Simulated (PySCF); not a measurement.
trigermane (Ge3H8), SMILES [GeH3][GeH2][GeH3]. Atoms are numbered in the order given.

```xyz
11

Ge     1.9926     0.0000    -0.4505
Ge     0.0000     0.0000     0.9291
Ge    -1.9926     0.0000    -0.4505
H      3.2665    -0.0052     0.4146
H      2.0032    -1.2473    -1.3539
H      2.0082     1.2526    -1.3465
H      0.0002     1.2466     1.8372
H     -0.0002    -1.2466     1.8372
H     -2.0082    -1.2526    -1.3465
H     -2.0032     1.2473    -1.3539
H     -3.2665     0.0052     0.4146
```
Charge 0, spin multiplicity 1.

Geometry optimised at PBE0-D3(BJ)/def2-SVP.

Calculation: PBE0-D3(BJ)/def2-SVP in PySCF.

Frequencies are harmonic and unscaled.

```csv
mode,ν (cm⁻¹),IR (km/mol),moving atoms (share of kinetic energy)
1,62,0.5,"Ge 90 %, H 10 %"
2,67,0.0,H 99 %
3,73,0.0,H 93 %
4,244,0.0,Ge 96 %
5,289,0.0,Ge 97 %
6,299,13.4,H 97 %
7,401,0.0,H 98 %
8,415,17.1,H 97 %
9,498,4.9,"H 91 %, Ge 9 %"
10,520,8.9,"H 89 %, Ge 11 %"
11,641,291.2,H 95 %
12,663,0.0,H 97 %
13,793,245.8,H 97 %
14,806,153.1,H 97 %
15,866,11.6,H 99 %
16,884,0.0,H 99 %
17,886,31.5,H 99 %
18,888,55.5,H 99 %
19,889,53.1,H 99 %
20,2132,76.9,H 99 %
21,2139,24.4,H 98 %
22,2145,136.7,H 100 %
23,2150,13.9,H 100 %
24,2155,0.0,H 98 %
25,2155,78.5,H 98 %
26,2157,173.4,H 98 %
27,2160,277.7,H 98 %
```
